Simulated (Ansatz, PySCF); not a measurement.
Reaction (SMILES): [I][Pb][I] -> [I][Pb][I] as doublet, charge -1 (an electron is taken up)
Geometries: B3LYP-D3(BJ)/def2-TZVP minima from Ansatz (a quantum-chemistry and plane-wave program). Frequencies are from Ansatz or PySCF. A spin state is the lowest found, not a proven ground state.

Wanted: adiabatic electron affinity (0 K, with B3LYP-D3(BJ) harmonic zero-point energies), positive where the reaction releases energy, in eV. Cores are frozen in the correlated levels unless marked. UHF or UKS for open shells. No spin-orbit coupling. The frozen core is the preceding noble-gas configuration, with the filled d and f shells of earlier blocks. In def2 rows, elements after Kr have scalar-relativistic effective core potentials. Anions need diffuse functions: def2-D sets add few; the other sets have none. 

| level | program | adiabatic electron affinity (eV) |
|---|---|---|
| HF/def2-TZVPP | Ansatz | 1.75 |
| BLYP-D4/def2-TZVPD | Ansatz + dftd4 | 1.73 |
| B3LYP-D3(BJ)/def2-TZVPD | Ansatz + dftd3 | 1.95 |
| PBE0-D4/def2-TZVPD | Ansatz + dftd4 | 1.91 |
| BHLYP-D3(BJ)/def2-TZVPD | Ansatz + dftd3 | 1.94 |
| TPSSh-D4/def2-TZVPD | PySCF + dftd4 | 1.84 |
| r2SCAN0-D4/def2-TZVPD | Ansatz + dftd4 | 2.04 |
| MP2/def2-SVP | Ansatz | 1.67 |
| CCSD/def2-SVPD | Ansatz | 1.96 |
